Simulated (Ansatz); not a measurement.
## A rate constant, worked out

An elementary step of BNH₃OF, singlet (BNH₃OF ([NH2][B]([OH])[F]) → BNHF ([NH][B][F]) + H₂O (still joined by a long B–O bond); B–O, N–H broken or loosened, O–H formed or tightened). The start structure is the reactant molecule, and the electronic barrier above it is 3.161 eV by CCSD(T) at an estimated basis limit (MP2 extrapolated from triple and quadruple zeta, plus CCSD(T) − MP2 in triple zeta). Program: Ansatz 0.2.0. Basis: def2-TZVPP and def2-QZVPP. Cores are frozen in the correlated methods. Extrapolation: Hartree–Fock as exp(−7.88 √X), correlation as X^−2.97. Harmonic wavenumbers at PBE0-D4/def2-TZVP (Ansatz 0.2.0), in cm⁻¹:

Start: 364, 376, 430, 447, 556, 663, 872, 908, 1006, 1413, 1472, 1635, 3659, 3764, 3912.

Saddle: 831i, 389, 465, 540, 594, 634, 765, 912, 1007, 1070, 1376, 1710, 2348, 3698, 3821.

(1) Work out the transition-state-theory rate constant at 600 K from these numbers alone (harmonic vibrations; rotation, path degeneracy and anharmonicity left out), and the Wigner tunnelling factor. Use 1 cm⁻¹ = 1.2398 × 10⁻⁴ eV and k_B = 8.617 × 10⁻⁵ eV/K.

The T1 diagnostic stays at or below 0.013.

Answers

(1) Zero-point energies, half the sums: start 21477/2 cm⁻¹ = 1.3314 eV; saddle, real modes only, 19329/2 cm⁻¹ = 1.1982 eV.
Barrier with zero-point energy: 3.161 + 1.1982 − 1.3314 = 3.0278 eV.
k_BT = 0.05170 eV, so the barrier is 58.56 k_BT.
Vibrational partition functions from the zero-point level, ln q = −Σ ln(1 − exp(−hν/k_BT)): start 2.886, saddle 2.264.
k = (k_BT/h) exp(ln q‡ − ln q) exp(−E0/k_BT), with log₁₀(k_BT/h in s⁻¹) = 13.10: log₁₀ k = 13.10 + (-0.622 − 58.56)/2.3026 = -12.60, so k ≈ 3 × 10^(-13) s⁻¹.
Wigner factor: 1 + (hν‡/k_BT)²/24 = 1 + (1.99)²/24 = 1.17. A change of 1 kcal/mol (0.043 eV) in the barrier would change k by a factor of 2.3 at this temperature.

Labels in which every atom is bracketed show which atoms are joined, not bond orders.

For scale, one of the runs: CCSD(T)/def2-TZVPP, 166 basis functions, launched by `ansatz run in.yaml --threads 2 --pin off --events-out ev --progress --plain --max-ram 4352MiB`. Hardware: 2 CPU threads of an Intel Xeon Platinum 8488C, shared host. Wall time 23 s; peak host memory 1.5 GiB.
